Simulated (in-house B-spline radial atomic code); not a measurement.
Radial electron density of the selenium ion Se²⁺, [Ar] 3d10 4s1 4p3. Method: Dirac-Kohn-Sham LDA VWN5, spherical fractional occupations, Fermi nucleus of rms radius 4.14 fm, inside a hard spherical wall at 5.08 bohr. Calculated with an all-electron radial atomic-structure program (B-spline basis).

Columns: r (bohr), 4πr²n(r) (electrons per bohr), bar.

```
 0.00187    1.264 #
 0.00227     1.79 ##
 0.00275    2.513 ##
 0.00334    3.518 ###
 0.00405     4.87 ####
 0.00491    6.671 ######
 0.00595     9.02 ########
 0.00722    12.04 ###########
 0.00875    15.75 ##############
  0.0106    20.15 ##################
  0.0129    25.25 #######################
  0.0156    30.43 ###########################
  0.0189    35.41 ################################
   0.023    39.52 ###################################
  0.0278    41.82 #####################################
  0.0338    41.95 ######################################
  0.0409       40 ####################################
  0.0496    36.96 #################################
  0.0602    34.69 ###############################
   0.073    35.15 ###############################
  0.0885     39.1 ###################################
   0.107    44.91 ########################################
    0.13    49.19 ############################################
   0.158    48.01 ###########################################
   0.191    41.06 #####################################
   0.232    31.92 #############################
   0.282    26.63 ########################
   0.341    27.69 #########################
   0.414    31.66 ############################
   0.502    32.47 #############################
   0.609    27.39 ########################
   0.738     18.8 #################
   0.896    10.85 ##########
    1.09    5.988 #####
    1.32    3.983 ####
     1.6    3.162 ###
    1.94    2.412 ##
    2.35    1.508 #
    2.85   0.7063 #
    3.45   0.2314 
    4.19  0.04045 
    5.03 9.655e-05
```

On this grid the curve has 3 maxima, near 0.0338, 0.13, 0.502 bohr.

The 4p3/2 radial function P(r) = rR(r), positive near the nucleus, with its small component Q(r) (sign convention: Q ≈ (P' + κP/r)/2c):

```tsv
r (bohr)	P	Q
0.00275	0.001029	-6.409e-05
0.00405	0.00217	-0.0001352
0.00595	0.004508	-0.0002808
0.00875	0.009241	-0.0005756
0.0129	0.01861	-0.001159
0.0189	0.03585	-0.002236
0.0278	0.06624	-0.004146
0.0409	0.1138	-0.007191
0.0602	0.175	-0.01133
0.0885	0.2245	-0.01547
0.13	0.206	-0.01707
0.191	0.05645	-0.0131
0.282	-0.2047	-0.003419
0.414	-0.3732	0.005844
0.609	-0.2124	0.007993
0.896	0.2587	0.00347
1.32	0.703	-0.001806
1.94	0.7651	-0.003689
2.85	0.4528	-0.002455
4.19	0.1136	-0.0007783
```
